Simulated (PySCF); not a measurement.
A structure optimised at r2SCAN-D4/def2-SVP, used in a PySCF frequency run:

```
Si
H 1 1.4926
H 1 1.4943 2 109.30
C 1 1.8369 2 109.48 3 117.59
C 4 1.2213 3 148.53 1 178.27
H 5 1.0758 3 158.18 1 179.06
C 1 1.8681 2 109.00 3 -121.41
C 7 1.3419 1 123.21 2 1.69
H 8 1.0969 7 122.06 1 179.52
H 8 1.0972 9 116.09 7 -179.94
H 7 1.0997 8 118.27 9 -0.26
```

Question: Write its SMILES and formula.

Answer: C#C[SiH2]C=C, C4H6Si

Question: What are its rotational constants (standard atomic weights)?

Answer: 10.203, 1.9873, 1.7851 GHz
